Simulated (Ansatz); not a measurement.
The first iterations of a band of F2H3NSi (7 atoms, charge 0, multiplicity 1).

The calculation used UKS r2SCAN-D4/def2-SVP in Ansatz.

```json
{
  "movable images": "5",
  "climbing image": "yes",
  "spring": "5.0 eV/Å²",
  "optimiser": "quadratic models (default)",
  "start path": "through a guess of the saddle point",
  "force threshold": "0.03 eV/Å",
  "iteration limit": "60",
  "end points": "relaxed"
}
```

First end point:

```xyz
7
Properties=species:S:1:pos:R:3
Si -0.603 -0.214 -0.022
N 1.028 0.236 0.030
H -0.803 -1.259 -1.042
F -1.092 -0.730 1.430
F -1.602 1.022 -0.333
H 1.408 0.931 0.664
H 1.664 0.015 -0.727
```

Last end point:

```xyz
7
Properties=species:S:1:pos:R:3
Si -1.387 -0.328 0.184
N 0.669 -0.265 -0.344
H 1.030 -0.996 -0.960
F -0.874 -0.023 1.739
F -1.455 1.245 -0.360
H 1.200 -0.279 0.531
H 0.818 0.645 -0.790
```

| iteration | highest image above the first end (eV) | largest band force component (eV/Å) |
| --- | --- | --- |
| 1 | 3.785 | 7.434 |
| 2 | 3.217 | 3.917 |
| 3 | 3.228 | 3.102 |
| 4 | 2.920 | 2.159 |

Task: Does the band converge within its limit, and where does its top end?

Result: The run converged. It ended after 13 iterations with the highest image 3.086 eV above the first end. The profile has 2 maxima (images 3, 5) with wells between them (image 4): this band takes more than one step, which may be the mechanism or a detour left from its start path. Neighbouring images differ by up to 2.3 eV, so the band resolves the path poorly. A vibrational analysis at the climbing image gives one clearly imaginary mode, 1400i cm⁻¹: a first-order saddle point. The orbitals stay closed-shell, which can raise the energy where a bond breaks towards radicals; this wasn't checked here.

Run time: 89 s on 2 threads of Intel(R) Xeon(R) Platinum 8488C (Sapphire Rapids) (shared host), peak memory 0.22 GiB.
